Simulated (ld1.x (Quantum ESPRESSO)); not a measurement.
Logarithmic derivatives: holmium, TM

| Property | Result |
| --- | --- |
| Element | Ho |
| Generator | ld1.x (Quantum ESPRESSO) 7.5 |
| Type | norm-conserving Troullier–Martins (Kleinman–Bylander form) |
| Functional | LDA (PZ) |
| Relativity | scalar-relativistic |
| Frozen core | [Kr] 4d10 |
| Valence charge | 21 |
| Reference configuration | 4f10 5s2 5p6 5d0 6s0 6p0 (charge +3) |
| Partial waves | 5s (bound): rc 1.35 bohr; 5p (bound): rc 2.10 bohr; 5d (bound, empty): rc 3.15 bohr; 4f (bound): rc 0.60 bohr |
| Local potential | all-electron potential smoothed inside 1.45 bohr (lloc = -1) |
| Core correction | a·sin(br)/r model core, default radius (core density twice the valence density) |

The phase is arctan(r·u′/u) with u = r·R(r), unwrapped; energies in Ry, scanned from -8 to 5 Ry. A pole is an energy at which the radial function vanishes at the test radius. The pseudo phase is shifted by a multiple of π to meet the all-electron one at the reference energy, and phase errors are pseudo minus all-electron; the curves can meet again beyond the range given. Levels narrower than the energy grid can be missing from the lists of poles. n/a: not evaluated, since a narrow level or a reset projector energy made the automatic matching unsafe.

**Question.** For each channel, where are the poles, and over which energies does the pseudopotential scatter like the atom?

**Answer.**

| channel | radius (bohr) | reference energy (Ry) | poles, all-electron | poles, pseudo | unbroken range about the reference energy with phases within 0.05 rad | phase error 1 Ry above the reference energy (rad) |
| --- | --- | --- | --- | --- | --- | --- |
| s | 3.41 | -5.91 | -0.76, 4.74 | -1.10, 0.31 | n/a | n/a |
| p | 3.41 | -4.02 | -4.00, 0.27 | -4.00, 0.07, 3.97 | below -1.6 | -0.001 |
| d | 3.41 | -1.85 | -1.63, 2.14 | -1.63, 2.22 | below -0.1 | +0.002 |
| f | 3.41 | -2.60 | 0.72, 4.91 | -2.59, 0.77 | n/a | n/a |

A Bessel basis up to 400 Ry misses an occupied level by 0.37 Ry, so cutoffs and ghosts were not judged.

Phases in the f channel:

```
E (Ry)  all-electron  pseudo
 -8.00         1.461   1.461
 -7.76         1.459   1.459
 -7.52         1.457   1.457
 -7.28         1.455   1.455
 -7.04         1.452   1.452
 -6.80         1.450   1.450
 -6.56         1.448   1.448
 -6.32         1.445   1.445
 -6.08         1.442   1.442
 -5.84         1.439   1.439
 -5.60         1.436   1.436
 -5.36         1.432   1.432
 -5.12         1.428   1.428
 -4.88         1.424   1.424
 -4.64         1.419   1.419
 -4.40         1.414   1.414
 -4.16         1.408   1.408
 -3.92         1.402   1.402
 -3.68         1.395   1.395
 -3.44         1.386   1.386
 -3.20         1.376   1.376
 -2.96         1.364   1.364
 -2.72         1.342   1.342
 -2.48        -1.789  -1.788
 -2.24        -1.815  -1.815
 -2.00        -1.841  -1.841
 -1.76        -1.873  -1.873
 -1.52        -1.918  -1.917
 -1.28        -1.986  -1.984
 -1.04        -2.101  -2.098
 -0.80        -2.339  -2.329
 -0.56        -2.939  -2.904
 -0.32        -3.868  -3.829
 -0.08        -4.329  -4.308
  0.16        -4.522  -4.508
  0.40        -4.625  -4.614
  0.64        -4.694  -4.683
  0.88        -4.747  -4.736
  1.12        -4.794  -4.781
  1.36        -4.843  -4.826
  1.60        -4.900  -4.876
  1.84        -4.980  -4.941
  2.08        -5.115  -5.038
  2.32        -5.413  -5.221
  2.56        -6.230  -5.675
  2.80        -7.128  -6.666
  3.04        -7.463  -7.286
  3.28        -7.605  -7.518
  3.52        -7.683  -7.629
  3.76        -7.733  -7.694
  4.00        -7.769  -7.739
  4.24        -7.797  -7.771
  4.48        -7.819  -7.796
  4.72        -7.839  -7.817
  4.96        -7.857  -7.836
```
